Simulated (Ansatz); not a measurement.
Cu₂I, relaxed as a quartet with UKS r2SCAN-D4/def2-TZVP in Ansatz, starting from the r2SCAN-D4/def2-TZVP geometry of the neutral doublet. Force threshold 0.02 eV/Å.

In the def2 sets I takes a core potential; there is no spin–orbit coupling. At r2SCAN-D4/def2-TZVP a doublet of charge 0 lies 2.23 eV below the quartet, each at its own geometry. The structure comes from a short search, and lower isomers may exist.

Start:

```xyz
3

Cu   -1.0331   -0.2490   -0.8818
Cu    0.4495   -1.1294    0.6535
I     0.5836    1.3784    0.2283
```

```tsv
step	energy (eV)	largest force component (eV/Å)	SCF passes
1	-97384.4867	0.705	26
2	-97384.5275	0.250	29
3	-97384.5395	0.026	38
4	-97384.5396	0.001	34
```

Force components are those of the run's own axes.

End:

Cartesian coordinates in Å:
```
Cu -1.0784 -0.2396 -0.9249
Cu 0.4829 -1.1678 0.6921
I 0.5956 1.4074 0.2328
```

By distances, no bond broke or formed. The bond that changes most is Cu2–I3, from 2.55 to 2.62 Å (atoms count from 1).

No frequencies were taken in this run, so the end may be a saddle point.

It took 18 s on 4 threads of Arm Neoverse V2 on a shared host.
